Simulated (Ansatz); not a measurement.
Stepwise reaction of `NB(N)S` with hydrogen fluoride, as a gas-phase model of exchange steps in deposition or etching. ΔE in kJ/mol.

Isolated molecules relaxed with PBE0-D4/def2-TZVP in Ansatz; ΔE leaves out vibrations. CCSD(T)/CBS is the MP2 limit (def2-TZVPP, def2-QZVPP) plus CCSD(T) − MP2 in def2-TZVPP, frozen cores. This one scheme is used for every species. DFT in def2-TZVPP. B3LYP here is the variant with VWN-RPA as its local correlation; programs differ in this. One conformer a species, not always the lowest.

```tsv
step	reaction	PBE-D4	B3LYP-D4	ωB97M-V	CCSD(T)/CBS
1	`NB(N)S` + H–F → `NB(F)S` + NH₃	-50.3	-53.6	-53.3	-46.7
2	`NB(F)S` + H–F → `FB(F)S` + NH₃	-30.2	-33.2	-33.5	-29.0
```

(1) By hand: ΔE of the 2 steps together at CCSD(T)/CBS.

## Answers

(1) (-46.7) + (-29.0) = -75.7 kJ/mol, or -37.9 kJ/mol a step.

In ΔE each step is higher than the one before. All are downhill at CCSD(T)/CBS. PBE-D4 differs from CCSD(T)/CBS by -3.6 to -1.2 kJ/mol a step. Isolated molecules leave out the surface, adducts and barriers. Largest T1 diagnostic: 0.013.
